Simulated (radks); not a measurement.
Polarisability of the barium ion Ba2+, [Xe], at imaginary frequency. Method: non-relativistic Kohn-Sham, LDA (Slater exchange, Perdew-Wang correlation), spin-polarised, spherical densities, point nucleus; relativity is left out, which matters for an element this heavy; computed with a radial shooting solver on a logarithmic mesh with Libxc functionals. Response by self-consistent Sternheimer equations with the Hartree and adiabatic LDA kernel.

| w (hartree) | alpha1(iw) (bohr^3) | alpha2(iw) (bohr^5) |
|---|---|---|
| 0.00266 | 10.99 | 51.29 |
| 0.0143 | 10.99 | 51.28 |
| 0.0360 | 10.97 | 51.21 |
| 0.0697 | 10.91 | 51.01 |
| 0.118 | 10.77 | 50.50 |
| 0.186 | 10.46 | 49.40 |
| 0.280 | 9.870 | 47.23 |
| 0.413 | 8.839 | 43.37 |
| 0.605 | 7.284 | 37.22 |
| 0.892 | 5.344 | 28.80 |
| 1.35 | 3.422 | 19.25 |
| 2.12 | 1.914 | 10.61 |
| 3.59 | 0.9279 | 4.607 |
| 6.94 | 0.3491 | 1.464 |
| 17.5 | 0.07791 | 0.2653 |

Static values: alpha1 = 10.99 bohr^3 (1.629 angstrom^3; uncoupled 18.93), alpha2 = 51.29 bohr^5, alpha3 = 432.3 bohr^7. C6 = 81.05, C8 = 2022, triple-dipole C9 = 643.4 atomic units. One-pole (London) frequency 4 C6 / (3 alpha1^2) = 0.895 hartree, against 1.136 for minus the highest occupied eigenvalue. The dipole shielding factor is 0.965, as the force sum rule N/Z = 0.964 demands.
